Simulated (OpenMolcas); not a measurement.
# S⁺: effect of the level shift or regulariser

```json
{"Program": "OpenMolcas", "Basis": "ANO-RCC-VQZP [6s5p3d2f1g]", "Scalar Hamiltonian": "DKH2, point nucleus", "Active space": "3 electrons in 3 orbitals (3p)", "State averaging": "2S+1 = 4 odd, 1 root; 2S+1 = 2 odd, 8 roots", "Spin-orbit coupling": "RASSI with atomic mean-field integrals over the reference wave functions, term energies averaged over their components"}
```

Methods on the same reference wave functions:
A. CASSCF
B. SS-CASPT2, IPEA 0.25 Eh, imaginary shift 0.1 Eh (closed shells correlated: 2s 2p 3s)
C. SS-CASPT2, IPEA 0.25 Eh, sigma2 regulariser 0.3 Eh (closed shells correlated: 2s 2p 3s)

Energies in cm-1 above 3s2 3p3 4S* 3/2, the measured ground level; measured values from NIST Handbook of Basic Atomic Spectroscopic Data.

| Level | A | B | C | Measured |
| --- | --- | --- | --- | --- |
| 3s2 3p3 4S* 3/2 | 0.0 | 0.0 | 0.0 | 0.0 |
| 3s2 3p3 2D* 3/2 | 19229 | 15030 | 15030 | 14853 |
| 3s2 3p3 2D* 5/2 | 19247 | 15050 | 15050 | 14885 |
| 3s2 3p3 2P* 1/2 | 31900 | 25670 | 25670 | 24525 |
| 3s2 3p3 2P* 3/2 | 31924 | 25700 | 25700 | 24572 |

Deviations, from unrounded energies. A percentage is the sum of absolute deviations over the sum of measured energies, with the sign that they share, or ± where signs differ.

```csv
Against measurement,Levels,A,B,C
mean absolute deviation (cm-1),4,5900,650,650
other terms of the ground configuration (%),4,+29.8,+3.3,+3.3
```

B, C lie about equally close to measurement and A furthest from it. The largest miss of C in the table is 3s2 3p3 2P* 1/2, by +1100 cm-1. The ranking rests on the paired levels alone, and a cruder setting can come out closer through cancelling errors.

Between B and C no level of the table moves by more than 5 cm-1.

The two smallest mean deviations differ by little beside CASPT2's spread within terms, so their order carries little weight.

From A to B the spin-free energies of the other terms of 3s2 3p3 shown, above 4S*, scale by factors of 0.78 to 0.80.

The lowest spin-free term lies below A's lowest term by 0.141 hartree in B, 0.141 hartree in C.

CASPT2 breaks the degeneracy within a term, and the mean is taken; among the terms shown or strongly mixed into the levels shown the widest spread is 240 cm-1 (3s2 3p3 2D*, C). With the s shell closed, the reference lacks s² → p² mixing. Without dynamic correlation excited terms often stand tens of per cent too high (terms of higher spin than the ground term too low), and those without a measured partner can miss by more than the paired ones (holds for A). Measured partners are found by configuration, term and J. A level has none where our copy of the source lacks it or the pairing is in doubt (some pairs that miss far off the trend of their configuration count as doubtful), and it then counts in no deviation. Only configurations of the active space appear.

* marks odd parity.
